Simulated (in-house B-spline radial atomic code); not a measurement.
Relativistic effects in Sc IX (Sc8+), [Ne] 3s2 3p1: non-relativistic Hartree-Fock (point nucleus) against Dirac-Hartree-Fock (Fermi nucleus of rms radius 3.5459 fm), both averages of the configuration, computed with a radial B-spline atomic code at the basis-set limit.

```csv
orbital,ε NR (Eh),ε Dirac (Eh),<r> NR (bohr),<r> Dirac (bohr),change of <r> (%)
1s1/2,-172.29,-173.28,0.0735,0.07294,-0.8
2s1/2,-25.129,-25.324,0.3404,0.3378,-0.8
2p1/2,-21.728,-21.873,0.3049,0.3023,-0.8
2p3/2,-21.728,-21.695,0.3049,0.3048,0.0
3s1/2,-7.3397,?,0.9566,?,?
3p1/2,-6.5871,?,0.9711,?,?
3p3/2,-6.5871,-6.5856,0.9711,0.9707,0.0
```

Task: What happens to 3s1/2?

Result: Its energy goes to -7.3773 hartree and <r> to 0.9516 bohr (-0.52 %).

Task: What happens to 3p1/2?

Result: Its energy goes to -6.6132 hartree and <r> to 0.9665 bohr (-0.47 %).

Task: What explains the pattern of contraction and expansion?

Result: The s and p1/2 orbitals contract directly, as their density near the nucleus moves at relativistic speed. Nothing expands appreciably in this ion.

Task: By how much does the total energy change?

Result: By -3.6276 hartree, from -737.443 to -741.071.
